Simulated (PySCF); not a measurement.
## Unknown compound

Molecular formula: C$_{8}$H$_{7}$FO$_{2}$. Simulated spectra:

¹H NMR (400 MHz, computed): δ 8.01 (m, 1H), 7.73 (m, 1H), 7.71 (m, 1H), 7.56 (d, 1H), 4.03 (s, 3H).

¹³C{¹H} NMR (computed): δ 167.0 (C), 166.4 (C), 135.2 (CH), 131.9 (CH), 130.6 (C), 130.4 (CH), 117.9 (CH), 56.3 (CH3).

PySCF 2.14 calculation with geometry: GFN2-xTB and σ from GIAO-PBE0/pcSseg-1; one conformer, fast rotation and ring inversion assumed for equivalent nuclei, relativity neglected, gas phase.

δ = σ(ref) − σ, references computed at the same level: ¹H, ¹³C vs TMS.

Question: Choose the structure that fits.
A. CCC1=C(F)C(=O)C=CC1=O
B. O=C(O)Cc1cccc(F)c1
C. COC(=O)c1ccc(F)cc1
D. O=C(O)Cc1ccc(F)cc1
E. COc1cccc(C(=O)F)c1

Answer: E. 

The formula gives 5 degrees of unsaturation (1 ring in the answer). 8 carbon signals for 8 carbons: no two carbons are equivalent. Carbon types of the structure: 3 × C, 4 × CH, 1 × CH3, which accounts for all hydrogens. δC 167.0: aromatic carbon bearing oxygen; σ withdrawal by the attached heteroatom moves it downfield of the ring CH carbons. δC 166.4: carbonyl carbon. δC 135.2, 131.9, 130.4, 117.9: aromatic CH. δC 130.6: substituted aromatic carbon. δC 56.3: methyl carbon bonded to O; deshielded by the electronegative neighbour.

The others: O=C(O)Cc1ccc(F)cc1 would give 6 carbon signals, not 8; CCC1=C(F)C(=O)C=CC1=O would give 4 signals for carbon-bound and other non-exchanging H, not 5; O=C(O)Cc1cccc(F)c1 has carbons computed at 176.3, 173.3, 143.1, 135.7, 130.1, 122.3, 120.5, 44.6, with a different DEPT pattern; COC(=O)c1ccc(F)cc1 would give 6 carbon signals, not 8.

Splittings by ¹⁹F in the carbon and heteronuclear signals aren't shown, as no couplings were computed. Shifts are as computed. Against solution values, carbons near 30 ppm lie about +3 ppm off and those near 130 ppm about +5 ppm. Of 1211 compounds with measured shifts, 218 miss one by over three times the rms of a fit or turn the order of signals round; such compounds aren't used in these exercises. Multiplicities follow the n + 1 count of equivalent neighbours, as no J values were calculated; m marks all less simple cases, F and P coupling included.
